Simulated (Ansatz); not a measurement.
Reaction (ligand exchange at a Ge–C bond): `[BH2][GeH2][CH]=O` + `O[SiH2]F` → `[BH2][GeH2][O][SiH2]F` + `C=O`

Calculated with Ansatz (gas phase, PBE0-D4/def2-TZVP geometries, no zero-point term in ΔE). CCSD(T)/CBS is the MP2 limit (def2-TZVPP, def2-QZVPP) plus CCSD(T) − MP2 in def2-TZVPP, frozen cores. This one scheme is used for every species. DFT in def2-TZVPP. B3LYP here is the variant with VWN-RPA as its local correlation; programs differ in this. For Ge outer-core shells are correlated without core-valence functions, which leaves a few kJ/mol of doubt a bond. Scalar relativity is left out up to krypton. Each species was taken in one conformer, which may not be the lowest.

`[BH2][GeH2][CH]=O`:

```xyz
9

B    -1.463    0.249   -0.868
Ge    0.302   -0.644   -0.326
C     1.045    0.443    1.209
O     0.954    0.109    2.354
H    -2.517   -0.273   -0.664
H    -1.443    1.340   -1.354
H     1.359   -0.525   -1.444
H     0.210   -2.099    0.153
H     1.553    1.400    0.940
```

`O[SiH2]F`:

Z-matrix (Å, degrees):
```
Si
F 1 1.596
O 1 1.630 2 111.0
H 1 1.482 2 106.0 3 121.4
H 1 1.474 2 108.2 3 -116.3
H 3 0.958 1 119.1 2 71.8
```

`[BH2][GeH2][O][SiH2]F`:

Cartesian coordinates in Å:
```
B 0.577 -1.814 -1.754
Ge 0.875 -0.630 -0.107
O -0.530 0.456 0.095
Si -1.075 1.589 1.103
F -2.528 2.025 0.615
H -0.415 -1.726 -2.409
H 1.416 -2.606 -2.061
H 1.003 -1.437 1.203
H 2.119 0.276 -0.236
H -0.223 2.802 1.067
H -1.218 1.065 2.484
```

`C=O`:

```xyz
4

C    -0.003    0.004    0.001
O     0.659   -0.975   -0.179
H     0.152    0.665    0.877
H    -0.808    0.307   -0.699
```

```csv
level,ΔE (kJ/mol),difference from CCSD(T)/CBS
PBE-D4,-33.0,23.6
r2SCAN-D4,-44.8,11.8
PBE0-D4,-46.3,10.3
B3LYP-D4,-53.7,2.9
ωB97X-V,-59.6,-3.0
ωB97M-V,-55.7,0.9
B2PLYP,-57.0,-0.4
PBE,-31.2,25.4
r2SCAN,-44.2,12.4
PBE0,-44.6,12.0
B3LYP,-50.9,5.7
HF/def2-TZVPP,-83.3,-26.7
MP2/def2-TZVPP,-61.0,-4.4
SCS-MP2/def2-TZVPP,-66.9,-10.3
CCSD/def2-TZVPP,-63.0,-6.4
CCSD(T)/def2-TZVPP,-59.0,-2.4
HF/def2-QZVPP,-85.1,-28.5
MP2/def2-QZVPP,-60.3,-3.7
SCS-MP2/def2-QZVPP,-66.3,-9.7
HF/CBS(def2),-85.3,-28.7
MP2/CBS(def2),-58.7,-2.1
CCSD/CBS(def2),-60.6,-4.0
CCSD(T)/CBS,-56.6,0
```

Largest T1 diagnostic among the species: 0.016.

From PBE to PBE0 (25 % exact exchange), in def2-TZVPP and without D4, ΔE moves by −13.4 kJ/mol. In def2-TZVPP, CCSD(T) changes the Hartree–Fock value by +24.3 kJ/mol (the triples alone add +4.0 kJ/mol) and MP2 by +22.3 kJ/mol.
